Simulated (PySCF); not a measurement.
PySCF job for B(Br)(NH2)2 (BBrH4N2), SMILES NB(N)Br, B3LYP/pcSseg-1. Geometry optimised at PBE0-D3(BJ)/def2-SVP. This is a generated structure with no PubChem entry under its InChIKey; it may be hypothetical. One conformer was computed; it need not be the lowest.

```python
import numpy as np
from pyscf import gto, scf, dft
from pyscf.prop.nmr import rks as nmr

mol = gto.M(
    atom='''
    B     0.00000000   -0.00000000   -0.96355072
    Br    0.00000000   -0.00000000    0.99341056
    N     0.00000000    1.24764228   -1.60941661
    H     0.00000000    2.11590620   -1.09583029
    H     0.00000000    1.35462100   -2.61406136
    N     0.00000000   -1.24764227   -1.60941662
    H     0.00000000   -1.35462099   -2.61406136
    H     0.00000000   -2.11590619   -1.09583030
    ''',
    basis='pcSseg-1',
    charge=0,
    spin=0,
    max_memory=1600,
    verbose=3,
)
mf = dft.RKS(mol, xc='b3lyp')
mf.grids.level = 3
mf.conv_tol = 1e-10
mf.max_cycle = 100
mf.kernel()
n = nmr.NMR(mf)
n.verbose = 2
n.max_cycle_cphf = 60
sigma = n.kernel()
print('atom   isotropic/ppm   span/ppm')
for i, s in enumerate(sigma):
    w = np.linalg.eigvalsh((s + s.T) / 2)
    print(f'{mol.atom_symbol(i):2s}{i + 1:3d} {w.mean():14.3f} {w[2] - w[0]:11.3f}')
```

Log of the run:

```
converged SCF energy = -2710.80205509979
atom   isotropic/ppm   span/ppm
B   1         69.113      47.831
Br  2       2570.875     635.821
N   3        194.264      98.078
H   4         29.063      14.870
H   5         29.315      16.250
N   6        194.264      98.078
H   7         29.315      16.250
H   8         29.063      14.870
```

The run converged.
